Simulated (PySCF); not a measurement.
chlorotrifluoromethane (CClF3), SMILES C(Cl)(F)(F)F. Geometry: r2SCAN-D4/def2-SVP.

All values below come from PySCF with r2SCAN-D4/def2-SVP.

Harmonic wavenumbers (cm⁻¹): 350, 350, 466, 565, 565, 787, 1102, 1249, 1249. Rotational constants (GHz): 5.727, 3.278, 3.278; symmetry number 3.

Problem. Work out the zero-point energy and the ideal-gas rigid-rotor harmonic-oscillator thermochemistry at 298.15 K and 1 atm.

Solution. ZPE = ½ Σ hcν = ½ × 6683 cm⁻¹ = 9.55 kcal/mol. H − E(el) = 12.84 kcal/mol. Entropy in cal/(mol K): translation 39.85, rotation 23.88, vibration 4.45, total 68.18. G − E(el) = -7.48 kcal/mol. Cp = 15.94 cal/(mol K).
